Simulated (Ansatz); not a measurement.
`N[SiH](Cl)CCl` and `N[SiH](Cl)[GeH3]` differ in one atom or group.

Ansatz, PBE0-D4/def2-TZVP geometries, multiplicity 1. Each molecule was computed in one conformer, which needn't be the lowest.

Scalar relativity is left out up to krypton.

| property | `N[SiH](Cl)CCl` |
| --- | --- |
| size of the dipole moment (B3LYP/def2-TZVPP) / D | 1.90 |
| HOMO energy (PBE0/def2-TZVPP) / eV | -8.02 |
| LUMO energy (B3LYP/def2-TZVPP) / eV | -0.25 |
| size of the dipole moment (ωB97M-V/def2-TZVPP) / D | 1.89 |
| HOMO–LUMO gap (PBE0/def2-TZVPP) / eV | 8.01 |
| HOMO–LUMO gap (ωB97M-V/def2-TZVPP) / eV | 12.16 |

What does the change do to each property? (Best estimate.)

Ansatz gave: 
```tsv
property	`N[SiH](Cl)[GeH3]`	shift
size of the dipole moment (B3LYP/def2-TZVPP) / D	1.94	0.04
HOMO energy (PBE0/def2-TZVPP) / eV	-7.87	0.15
LUMO energy (B3LYP/def2-TZVPP) / eV	-0.28	-0.03
size of the dipole moment (ωB97M-V/def2-TZVPP) / D	1.93	0.04
HOMO–LUMO gap (PBE0/def2-TZVPP) / eV	7.81	-0.20
HOMO–LUMO gap (ωB97M-V/def2-TZVPP) / eV	11.56	-0.60
```

With PBE0 the HOMO rises by 0.15 eV and the LUMO falls by 0.06 eV, so the gap narrows by about 0.21 eV. PBE moves the HOMO by 0.01 eV and ωB97M-V by 0.37 eV. Dipoles are sizes alone; their direction can turn.

B3LYP here is the variant with VWN-RPA as its local correlation; programs differ in this.
